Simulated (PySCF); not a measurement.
# Excitation energy of Dy⁺ by level of theory

Dy⁺ [Xe] 4f10 6s1 (high-spin determinant) → Dy⁺ [Xe] 4f9 5d1 6s1 (high-spin determinant), as a difference of total energies. Computed with PySCF 2.14 in ANO-RCC-VTZP, with scalar relativity by spin-free X2C-1e. Correlated levels: valence: [Kr] 4d10 frozen; valence and next inner shell: [Ar] 3d10 frozen. The calculations carry no spin-orbit coupling.

```
                                method  excitation energy (eV)
                                   UHF                  -1.979
                                   LDA                   2.682
                                   PBE                   2.522
                                  PBE0                   1.498
                                r2SCAN                   1.846
                         MP2 (valence)                   1.766
                     SCS-MP2 (valence)                   1.670
    MP2 (valence and next inner shell)                   2.219
SCS-MP2 (valence and next inner shell)                   1.924
```

Q: How much does correlation contribute at MP2 (valence and next inner shell)?

A: 2.219 − (-1.979) = 4.198 eV, measured against UHF.

A first-order spin-orbit estimate (lowest level to lowest level, LS coupling) adds 0.225 eV.

The determinant of the upper state and of the lower state mixes LS terms, which raises its energy above the lowest term, most at the Hartree-Fock and MP2 levels.
